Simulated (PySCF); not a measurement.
B(Cl)(F)(NCO) (CBClFNO), SMILES O=C=NB(F)Cl.

The structure is a stationary point at B3LYP-D3(BJ)/def2-SVP. One conformer was computed; it need not be the lowest.

The numbers are results of B3LYP-D3(BJ)/def2-SVP (PySCF 2.14.0), not measurements.

Frequencies are harmonic and unscaled.

```tsv
mode	ν (cm⁻¹)	IR (km/mol)	moving atoms (share of kinetic energy)
1	43	0.2	O 36 %, Cl 27 %, N 24 %, F 9 %
2	104	0.3	N 61 %, O 21 %, F 13 %
3	330	6.9	F 34 %, N 26 %, Cl 20 %
4	400	2.5	F 37 %, Cl 27 %, N 24 %
5	569	27.5	F 30 %, C 25 %, Cl 19 %, O 15 %
6	578	29.6	B 83 %
7	609	11.0	C 52 %, N 15 %, O 14 %, F 8 %
8	624	41.6	C 69 %, N 16 %, O 14 %
9	1055	471.3	B 75 %, O 14 %
10	1337	361.0	B 63 %, F 26 %
11	1644	258.9	N 50 %, O 26 %, B 20 %
12	2463	1516.3	C 69 %, N 19 %, O 12 %
```
